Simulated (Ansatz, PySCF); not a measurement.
Reaction (SMILES): C[SiH](F)N[SiH3] -> C[Si@H](F)N[SiH2] + H atom (the H-Si bond at the site shown breaks; other sites are not compared here)
Geometries: B3LYP-D3(BJ)/def2-TZVP minima from Ansatz (a program for electronic structure), one conformer each, not searched for the lowest. Frequencies are from Ansatz or PySCF.

Property: bond dissociation energy (0 K, with B3LYP-D3(BJ) harmonic zero-point energies), in eV. Cores are frozen in the correlated levels unless marked. Open shells are spin-unrestricted. Spin-orbit coupling is left out. No relativistic terms. CBS marks a two-point X^-3 extrapolation of the correlation energy; Hartree-Fock from the larger set. The bracket is a focal-point correction in the basis named.

```json
[
 {"level": "PBE0-D3(BJ)/def2-TZVP", "program": "Ansatz + dftd3", "bond dissociation energy (eV)": "…"},
 {"level": "PBE0-D4/def2-TZVPD", "program": "Ansatz + dftd4", "bond dissociation energy (eV)": "3.68"},
 {"level": "BHLYP/def2-TZVPD", "program": "Ansatz", "bond dissociation energy (eV)": "3.86"},
 {"level": "r2SCAN0/def2-TZVPD", "program": "Ansatz", "bond dissociation energy (eV)": "…"},
 {"level": "HSE06-D4/def2-TZVPD", "program": "Ansatz + dftd4", "bond dissociation energy (eV)": "3.68"},
 {"level": "CAM-B3LYP-D3(BJ)/def2-TZVPD", "program": "Ansatz + dftd3", "bond dissociation energy (eV)": "3.86"},
 {"level": "B2PLYP-D3(BJ)/def2-TZVPD", "program": "Ansatz + dftd3", "bond dissociation energy (eV)": "3.81"},
 {"level": "B2PLYP-D4/def2-TZVPD", "program": "Ansatz + dftd4", "bond dissociation energy (eV)": "3.81"},
 {"level": "CCSD/cc-pV(T+d)Z", "program": "Ansatz", "bond dissociation energy (eV)": "…"},
 {"level": "RI-MP2/CBS(cc-pV(T+d)Z,cc-pV(Q+d)Z)+[CCSD(T)-MP2]/cc-pV(T+d)Z", "program": "Ansatz", "bond dissociation energy (eV)": "…"}
]
```

Fill in the missing entries.


- PBE0-D3(BJ)/def2-TZVP, bond dissociation energy (eV): 3.69
- r2SCAN0/def2-TZVPD, bond dissociation energy (eV): 3.72
- CCSD/cc-pV(T+d)Z, bond dissociation energy (eV): 3.87
- RI-MP2/CBS(cc-pV(T+d)Z,cc-pV(Q+d)Z)+[CCSD(T)-MP2]/cc-pV(T+d)Z, bond dissociation energy (eV): 3.95
